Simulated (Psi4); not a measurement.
Br2Sn (SMILES [Br][Sn][Br]), singlet, at a GFN2-xTB geometry (such geometries of metal compounds can be far from the true shape) (all electrons, no relativity).

Psi4 was given this input:
```
memory 2 GB

molecule {
0 1
  Sn   -0.02127691   -0.00100366    0.95007996
  Br    1.02717262    1.67331750   -0.65419857
  Br   -0.99677703   -1.67188370   -0.70305852
}

set basis sto-3g
set scf_type pk

energy('pbe0')
print_variables()
```

Estimate the total energy that PBE0/STO-3G (Psi4 1.11) returns for this input.

-11056.7098 Eh

Give the nuclear repulsion energy at the level PBE0/STO-3G.

893.5742 Eh

Estimate the dipole moment that PBE0/STO-3G returns for this input.

1.97 D

What is the computed number of basis functions (PBE0/STO-3G)?

63
